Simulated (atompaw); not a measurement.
Cutoff test, fluorine (F), PAW (atompaw)

atompaw 4.2.0.5 input, output lines left out:

```
F 9
LDA-PW scalarrelativistic loggrid 1500 logderivrange -4 5 226
2 2 0 0 0 0
2 0 1
0 0 0
c
v
v
2
2.00 1.50 2.00 1.15
y
-1.9
n
y
0.05
n
y
0.05
n
custom rrkj gramschmidtortho sinc
3 0 troulliermartins
0.60
2.00
2.00
2.00
2.00
```

The pseudo-atom Hamiltonian at the reference potential is diagonalised in spherical Bessel functions j_l(qr) that vanish at 20 bohr, with q² up to the cutoff. All-electron valence levels (Ry): 2s -2.2147, 2p -0.8601.

Task: How do the lowest levels (Ry) of each channel move with the cutoff, and are there ghosts?

Result:

| cutoff (Ry) | s #1 | s #2 | p #1 | p #2 | d #1 | d #2 | f #1 | f #2 | Σ f·Δε (mRy) |
| --- | --- | --- | --- | --- | --- | --- | --- | --- | --- |
| 8 | -2.1494 | -0.0028 | -0.7980 | 0.0442 | 0.0806 | 0.1939 | 0.1211 | 0.2657 | 438.2 |
| 12 | -2.2007 | -0.0044 | -0.8481 | 0.0438 | 0.0806 | 0.1939 | 0.1211 | 0.2657 | 86.3 |
| 18 | -2.2082 | -0.0048 | -0.8594 | 0.0434 | 0.0806 | 0.1939 | 0.1211 | 0.2657 | 11.0 |
| 25 | -2.2082 | -0.0048 | -0.8599 | 0.0431 | 0.0806 | 0.1939 | 0.1211 | 0.2657 | 7.9 |
| 35 | -2.2084 | -0.0048 | -0.8601 | 0.0430 | 0.0806 | 0.1939 | 0.1211 | 0.2657 | 6.6 |
| 50 | -2.2087 | -0.0049 | -0.8601 | 0.0430 | 0.0806 | 0.1939 | 0.1211 | 0.2657 | 6.2 |
| 60 | -2.2090 | -0.0049 | -0.8601 | 0.0430 | 0.0806 | 0.1939 | 0.1211 | 0.2657 | 5.9 |
| 80 | -2.2102 | -0.0052 | -0.8601 | 0.0430 | 0.0806 | 0.1939 | 0.1211 | 0.2657 | 4.7 |
| 100 | -2.2127 | -0.0060 | -0.8601 | 0.0430 | 0.0806 | 0.1939 | 0.1211 | 0.2657 | 2.1 |
| 120 | -2.2141 | -0.0068 | -0.8601 | 0.0430 | 0.0806 | 0.1939 | 0.1211 | 0.2657 | 0.7 |
| 160 | -2.2144 | -0.0070 | -0.8601 | 0.0430 | 0.0806 | 0.1939 | 0.1211 | 0.2657 | 0.5 |
| 400 | -2.2148 | -0.0073 | -0.8602 | 0.0430 | 0.0806 | 0.1939 | 0.1211 | 0.2657 | 0.0 |

Result: no extra level below or beside the all-electron valence levels (s, p, d, f tested); 10 mRy is reached at 21 Ry and 1 mRy at 120 Ry.
